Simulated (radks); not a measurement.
Question: The mean radii <r> (bohr) of the occupied orbitals of an atom or ion are listed with their occupations. Calculated with a radial shooting solver on a logarithmic mesh with Libxc functionals: Dirac Kohn-Sham, LDA (Slater exchange, Perdew-Wang correlation), spin-unpolarised, spherical densities, point nucleus.

orbital  occ.      <r>
1s1/2       2  0.01716
2s1/2       2  0.07178
2p1/2       2  0.05914
2p3/2       4  0.06758
3s1/2       2   0.1863
3p1/2       2   0.1766
3p3/2       4   0.1918
3d3/2       4   0.1673
3d5/2       6   0.1719
4s1/2       2   0.3949
4p1/2       2   0.3940
4p3/2       4   0.4209
4d3/2       4   0.4161
4d5/2       6   0.4240
5s1/2       2   0.7506
5p1/2       2   0.7682
5p3/2       4   0.8108
5d3/2     0.4   0.8475
5d5/2     0.6   0.8595
6s1/2       2    1.269

Name the element and its charge. Open shells, if any, are shared by 2j + 1.

Answer: Z = 78, platinum, charge +21: Pt21+ in [Xe] 5d1 6s2. The 1s radius gives Z: for a bare nucleus <r> = (2 gamma + 1)/(2Z) with gamma = sqrt(1 - (Z/c)^2), 0.01695 bohr for Z = 78, and screening makes it slightly larger (0.01716 here). The occupations add up to 57, and the charge is Z minus that.
